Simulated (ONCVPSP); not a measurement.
## lanthanum (La) ONCV: all-electron and pseudo phase curves

lanthanum, optimised norm-conserving Vanderbilt (ONCV), made with ONCVPSP 4.0.1 (PBE, scalar-relativistic). Core [Kr] 4d10, reference 5s2 5p6 5d1 6s1.75 (charge +0.25). Waves: 5s+6s: rc 2.55 bohr, ncon 4, nbas 7, qcut 4.4 1/bohr, 2 projectors; 5p: rc 1.90 bohr, ncon 5, nbas 7, qcut 3.9 1/bohr, 1 projector; 5d: rc 4.00 bohr, ncon 4, nbas 8, qcut 4.2 1/bohr, 2 projectors, debl 3.7 Ha; f scattering state at 0.06 Ha: rc 3.90 bohr, ncon 5, nbas 8, qcut 2.5 1/bohr, 1 projector. Local part: polynomial inside 1.35 bohr (lpopt 2, dvloc0 0 Ha). Core correction: Teter function, fcfact 4.5, rcfact 1.4.

In the f channel the program set the typed energies aside and used -0.209 Ha.

The phase is arctan(r·R′/R) of the radial function R(r), unwrapped; energies in Ha, scanned from -3 to 5 Ha. A pole is an energy at which the radial function vanishes at the test radius. The pseudo phase is shifted by a multiple of π to meet the all-electron one at the reference energy, and phase errors are pseudo minus all-electron; the curves can meet again beyond the range given. Levels narrower than the energy grid can be missing from the lists of poles.

Q: For each channel, where are the poles, and over which energies does the pseudopotential scatter like the atom?

A:

```tsv
channel	radius (bohr)	reference energy (Ha)	poles, all-electron	poles, pseudo	unbroken range about the reference energy with phases within 0.05 rad	phase error 1 Ha above the reference energy (rad)
s	2.58	-0.18	-1.31, 2.64	-1.31, 2.14, 3.08	below 2.1	-0.006
p	1.93	-0.87	0.68	0.54, 3.72	below 1.1	-0.010
d	4.07	-0.16	-0.05, 1.28, 3.43	-0.02, 3.07, 3.44	-0.2 to 0.0	+2.141
f	3.95	-0.21	-0.20, 0.85, 2.43, 4.76	-0.20, 1.76, 2.59	-0.2 to -0.1	+0.275
```

Note: no bound ghost flagged; GHOST(+) flagged for f at 63.7 eV, s at 63.9 eV, d at 88.4 eV.

Phases in the s channel:

```
E (Ha)  all-electron  pseudo
 -2.98         1.328   1.328
 -2.54         1.274   1.274
 -2.10         1.141   1.141
 -1.66        -0.363  -0.363
 -1.22        -1.635  -1.635
 -0.78        -1.814  -1.814
 -0.34        -2.008  -2.008
  0.10        -2.522  -2.523
  0.54        -3.818  -3.823
  0.98        -4.360  -4.366
  1.42        -4.535  -4.544
  1.86        -4.621  -4.642
  2.30        -4.678  -4.848
  2.74        -4.722  -7.804
  3.18        -4.763  -7.865
  3.62        -4.811  -7.909
  4.06        -4.879  -7.958
  4.50        -5.014  -8.032
  4.94        -5.502  -8.195
```
